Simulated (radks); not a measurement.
Question: Valence configurations of the nickel ion Ni3+ (all share [Ar]). Method: Dirac Kohn-Sham, BLYP, spin-unpolarised, spherical densities, finite nucleus; open shells fill j = l - 1/2 first; Fermi nuclear charge, rms radius 3.7757 fm; computed with a radial shooting solver on a logarithmic mesh with Libxc functionals. Order these by energy: 3d7; 3d5 4s2; 3d4 4s2 4p1; 3d5 4p2; 3d6 4p1; 3d6.5 4p0.5; 3d6.5 4s0.5; 3d6 4s1.

Answer: From the lowest, in eV above it: 3d7 0.000; 3d6.5 4s0.5 7.164; 3d6.5 4p0.5 11.198; 3d6 4s1 15.655; 3d6 4p1 23.993; 3d5 4s2 36.968; 3d5 4p2 54.727; 3d4 4s2 4p1 73.988. NIST lists [Ar] 3d7 as the ground configuration; this level of theory agrees among the configurations tried. The energies are those of spherical spin-averaged densities, not of single terms.
